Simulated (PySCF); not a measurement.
## Calculated data, CH6BNSi, BH6NSi2, AlBH4NSi, CH5B2Si and others

Calculation on a computer-drawn molecule: the log of a Hartree-Fock and frozen-core CCSD(T) single point meant for a local Hartree-Fock minimum, with one planted fault or none, to be diagnosed. Offsets are logged minus clean, where the clean run is the same molecule without the fault. The reference is restricted for singlets and unrestricted otherwise, and also for a bond in bohr or an excited solution. Adding or removing an electron swaps singlet and doublet. The excited solution moves the top pair (singlet) or top alpha electron (doublet) to the lowest empty orbital. Highest occupied and lowest empty are orbital energies over both spins, largest force is the largest gradient component, triples share is (T) over the correlation energy, the T1 limit is 0.02 restricted and 0.045 unrestricted, electrons count all cores, a negative frequency is imaginary (commonest isotopes), and the dipole is about the centre of nuclear charge. Program: PySCF 2.14.0.

Common to all runs: meant basis cc-pV(D+d)Z; logged SCF converged yes; logged CC converged yes; logged SCF stable within its kind yes; possible faults no fault, one electron removed, one electron added, multiplicity raised by two, geometry at a saddle point, SCF held on an excited solution, minimal basis STO-3G, one bond length entered in bohr, all coordinates scaled.

(1) 
```xyz
10
formula=CH6BNSi meant_charge=0 meant_multiplicity=1 logged_electrons=38 logged_basis_functions=95 logged_spin_squared=0 logged_highest_occupied=-9.155 logged_lowest_empty=0.25097 logged_largest_force=0.030567 logged_T1_diagnostic=0.01972 logged_D1_diagnostic=0.077289 logged_triples_share=0.036154 logged_dipole_magnitude=2.3643 logged_energy_HF=-409.3378 logged_energy_CCSD(T)=-409.90612 planted_fault=all_coordinates_scaled,by_+3.5_% HF_energy_offset_from_clean_run=7.025 CCSD(T)_energy_offset_from_clean_run=1.448
B     -0.6001     0.5577     0.7731
Si    -1.3790    -0.6291    -0.7838
N     -1.6357    -2.2404    -0.7436
C     -1.4437    -3.3132     0.2596
H     -0.4458     1.7806     0.6322
H     -0.2857     0.0412     1.8543
H     -1.7398     0.0902    -2.0807
H     -2.4315    -3.8270     0.4684
H     -1.0156    -2.9697     1.2546
H     -0.7537    -4.1101    -0.1555
```

Units: logged_highest_occupied, logged_lowest_empty in eV; logged_largest_force in hartree/bohr; logged_dipole_magnitude in debye; logged_energy_HF, logged_energy_CCSD(T) in hartree; HF_energy_offset_from_clean_run, CCSD(T)_energy_offset_from_clean_run in kcal/mol.

Drawn bonds:
```csv
atom,other atom,order
1,2,1
2,3,2
3,4,1
1,5,1
1,6,1
2,7,1
4,8,1
4,9,1
4,10,1
```

(2) 
```xyz
10
formula=CH6BNSi meant_charge=0 meant_multiplicity=1 logged_electrons=38 logged_basis_functions=30 logged_spin_squared=0 logged_highest_occupied=-6.4544 logged_lowest_empty=5.1389 logged_largest_force=0.033803 logged_T1_diagnostic=0.015125 logged_D1_diagnostic=0.062262 logged_triples_share=0.017608 logged_dipole_magnitude=1.6708 logged_energy_HF=-404.4958 logged_energy_CCSD(T)=-404.75583 planted_fault=minimal_basis_STO-3G HF_energy_offset_from_clean_run=3045 CCSD(T)_energy_offset_from_clean_run=3233
B     -0.5798     0.5389     0.7470
Si    -1.3324    -0.6078    -0.7573
N     -1.5804    -2.1646    -0.7185
C     -1.3949    -3.2012     0.2508
H     -0.4307     1.7204     0.6108
H     -0.2760     0.0398     1.7916
H     -1.6810     0.0871    -2.0103
H     -2.3493    -3.6976     0.4526
H     -0.9813    -2.8693     1.2122
H     -0.7282    -3.9711    -0.1503
```

Units: logged_highest_occupied, logged_lowest_empty in eV; logged_largest_force in hartree/bohr; logged_dipole_magnitude in debye; logged_energy_HF, logged_energy_CCSD(T) in hartree; HF_energy_offset_from_clean_run, CCSD(T)_energy_offset_from_clean_run in kcal/mol.

Drawn bonds:
```csv
atom,other atom,order
1,2,1
2,3,2
3,4,1
1,5,1
1,6,1
2,7,1
4,8,1
4,9,1
4,10,1
```

(3) 
```xyz
10
formula=BH6NSi2 meant_charge=0 meant_multiplicity=1 logged_electrons=46 logged_basis_functions=104 logged_spin_squared=0 logged_highest_occupied=-9.9439 logged_lowest_empty=0.80412 logged_largest_force=2.098e-05 logged_lowest_frequency=58.329 logged_T1_diagnostic=0.017284 logged_D1_diagnostic=0.059622 logged_triples_share=0.030607 logged_dipole_magnitude=3.9635 logged_energy_HF=-660.46186 logged_energy_CCSD(T)=-660.96985 planted_fault=no_fault HF_energy_offset_from_clean_run=0 CCSD(T)_energy_offset_from_clean_run=0
B      0.1523    -0.2848     1.8471
Si     1.2359    -0.2039     0.1387
N      0.5512    -0.0442    -1.2563
Si     0.4888     0.1015    -2.9439
H     -0.1271     0.7145     2.4443
H     -0.2335    -1.3325     2.2796
H      2.7032    -0.3099     0.3500
H      1.8273     0.0739    -3.5957
H     -0.1579     1.3795    -3.3352
H     -0.3044    -1.0053    -3.5358
```

Units: logged_highest_occupied, logged_lowest_empty in eV; logged_largest_force in hartree/bohr; logged_lowest_frequency in cm⁻¹; logged_dipole_magnitude in debye; logged_energy_HF, logged_energy_CCSD(T) in hartree; HF_energy_offset_from_clean_run, CCSD(T)_energy_offset_from_clean_run in kcal/mol.

Drawn bonds:
```csv
atom,other atom,order
1,2,1
2,3,2
3,4,1
1,5,1
1,6,1
2,7,1
4,8,1
4,9,1
4,10,1
```

(4) 
```xyz
8
formula=AlBH4NSi meant_charge=1 meant_multiplicity=1 logged_electrons=42 logged_basis_functions=94 logged_spin_squared=0 logged_highest_occupied=-14.872 logged_lowest_empty=-3.4728 logged_largest_force=2.853e-05 logged_lowest_frequency=92.963 logged_T1_diagnostic=0.017655 logged_D1_diagnostic=0.046502 logged_triples_share=0.031584 logged_dipole_magnitude=2.9324 logged_energy_HF=-612.06079 logged_energy_CCSD(T)=-612.48522 planted_fault=no_fault HF_energy_offset_from_clean_run=0 CCSD(T)_energy_offset_from_clean_run=0
B      1.6948     1.8267    -0.7105
Si     0.4603     0.4179     0.0648
N     -1.0480     0.2127    -0.4328
Al    -2.6210    -0.0834    -0.8733
H      1.7219     2.9155    -0.2252
H      2.3771     1.5577    -1.6507
H      0.9897    -0.4472     1.1329
H     -4.0785    -0.3399    -1.2970
```

Units: logged_highest_occupied, logged_lowest_empty in eV; logged_largest_force in hartree/bohr; logged_lowest_frequency in cm⁻¹; logged_dipole_magnitude in debye; logged_energy_HF, logged_energy_CCSD(T) in hartree; HF_energy_offset_from_clean_run, CCSD(T)_energy_offset_from_clean_run in kcal/mol.

Drawn bonds:
```csv
atom,other atom,order
1,2,1
2,3,2
3,4,1
1,5,1
1,6,1
2,7,1
4,8,1
```

(5) 
```xyz
9
formula=CH5B2Si meant_charge=0 meant_multiplicity=2 logged_electrons=34 logged_basis_functions=90 logged_spin_squared=0 logged_highest_occupied=-13.598 logged_lowest_empty=-7.1002 logged_largest_force=0.037952 logged_T1_diagnostic=0.015818 logged_D1_diagnostic=0.045095 logged_triples_share=0.032361 logged_dipole_magnitude=2.9202 logged_energy_HF=-378.68086 logged_energy_CCSD(T)=-379.10408 planted_fault=one_electron_removed HF_energy_offset_from_clean_run=182.2 CCSD(T)_energy_offset_from_clean_run=194.5
B      0.8973     0.2949    -0.4625
Si    -1.0473     0.4558    -0.1137
B     -2.1929    -1.0592     0.3892
C     -2.9837    -2.1436     0.7429
H      1.4305    -0.7725    -0.3683
H      1.5440     1.2561    -0.7663
H     -1.7216     1.7647    -0.2275
H     -3.1390    -2.4336     1.7776
H     -3.4883    -2.7571     0.0027
```

Units: logged_highest_occupied, logged_lowest_empty in eV; logged_largest_force in hartree/bohr; logged_dipole_magnitude in debye; logged_energy_HF, logged_energy_CCSD(T) in hartree; HF_energy_offset_from_clean_run, CCSD(T)_energy_offset_from_clean_run in kcal/mol.

Drawn bonds:
```csv
atom,other atom,order
1,2,1
2,3,1
3,4,2
1,5,1
1,6,1
2,7,1
4,8,1
4,9,1
```

(6) 
```xyz
8
formula=B2FH4Si meant_charge=0 meant_multiplicity=2 logged_electrons=37 logged_basis_functions=85 logged_spin_squared=1.4207 logged_highest_occupied=-8.7128 logged_lowest_empty=-0.23656 logged_largest_force=0.023651 logged_T1_diagnostic=0.064203 logged_D1_diagnostic=0.28487 logged_triples_share=0.030719 logged_dipole_magnitude=1.9733 logged_energy_HF=-439.93638 logged_energy_CCSD(T)=-440.43057 planted_fault=one_bond_length_entered_in_bohr,row_4_of_the_drawn_bonds HF_energy_offset_from_clean_run=76.33 CCSD(T)_energy_offset_from_clean_run=74.85
B     -0.4391     2.3174     0.3687
Si     0.5716     0.8389     1.2162
B      2.0424    -0.2110     0.3213
F      2.3858     0.0880    -0.9300
H      0.0431     2.9292    -1.7566
H     -1.3045     2.8967     0.9609
H      0.2680     0.4304     2.6061
H      2.6415    -1.1057     0.8517
```

Units: logged_highest_occupied, logged_lowest_empty in eV; logged_largest_force in hartree/bohr; logged_dipole_magnitude in debye; logged_energy_HF, logged_energy_CCSD(T) in hartree; HF_energy_offset_from_clean_run, CCSD(T)_energy_offset_from_clean_run in kcal/mol.

Drawn bonds:
```csv
atom,other atom,order
1,2,1
2,3,1
3,4,1
1,5,1
1,6,1
2,7,1
3,8,1
```

Notes: T1 above single-reference limit.

(7) 
```xyz
8
formula=CH4BFSi meant_charge=0 meant_multiplicity=1 logged_electrons=37 logged_basis_functions=85 logged_spin_squared=0.7562 logged_highest_occupied=-18.031 logged_lowest_empty=-6.7549 logged_largest_force=0.078463 logged_T1_diagnostic=0.015002 logged_D1_diagnostic=0.055186 logged_triples_share=0.022449 logged_dipole_magnitude=3.7875 logged_energy_HF=-452.96287 logged_energy_CCSD(T)=-453.46826 planted_fault=one_electron_removed HF_energy_offset_from_clean_run=168.9 CCSD(T)_energy_offset_from_clean_run=200.1
B     -0.2299    -0.4945     1.4919
Si     0.9725    -0.5404    -0.1038
C      2.6467    -0.7476    -0.0337
F      0.2277    -0.3613    -1.5227
H      0.2733    -0.6227     2.5690
H     -1.4118    -0.3457     1.4010
H      3.1074    -0.8645     0.9419
H      3.3212    -0.7764    -0.8808
```

Units: logged_highest_occupied, logged_lowest_empty in eV; logged_largest_force in hartree/bohr; logged_dipole_magnitude in debye; logged_energy_HF, logged_energy_CCSD(T) in hartree; HF_energy_offset_from_clean_run, CCSD(T)_energy_offset_from_clean_run in kcal/mol.

Drawn bonds:
```csv
atom,other atom,order
1,2,1
2,3,2
2,4,1
1,5,1
1,6,1
3,7,1
3,8,1
```

(8) 
```xyz
8
formula=CH4BFSi meant_charge=0 meant_multiplicity=1 logged_electrons=38 logged_basis_functions=85 logged_spin_squared=0 logged_highest_occupied=-8.7238 logged_lowest_empty=0.36565 logged_largest_force=0.015528 logged_T1_diagnostic=0.018041 logged_D1_diagnostic=0.068545 logged_triples_share=0.028574 logged_dipole_magnitude=1.5878 logged_energy_HF=-453.23017 logged_energy_CCSD(T)=-453.78255 planted_fault=all_coordinates_scaled,by_-1.5_% HF_energy_offset_from_clean_run=1.192 CCSD(T)_energy_offset_from_clean_run=2.888
B     -0.2265    -0.4870     1.4695
Si     0.9579    -0.5323    -0.1022
C      2.6070    -0.7364    -0.0332
F      0.2243    -0.3559    -1.4998
H      0.2692    -0.6133     2.5304
H     -1.3906    -0.3405     1.3800
H      3.0608    -0.8515     0.9278
H      3.2714    -0.7647    -0.8676
```

Units: logged_highest_occupied, logged_lowest_empty in eV; logged_largest_force in hartree/bohr; logged_dipole_magnitude in debye; logged_energy_HF, logged_energy_CCSD(T) in hartree; HF_energy_offset_from_clean_run, CCSD(T)_energy_offset_from_clean_run in kcal/mol.

Drawn bonds:
```csv
atom,other atom,order
1,2,1
2,3,2
2,4,1
1,5,1
1,6,1
3,7,1
3,8,1
```
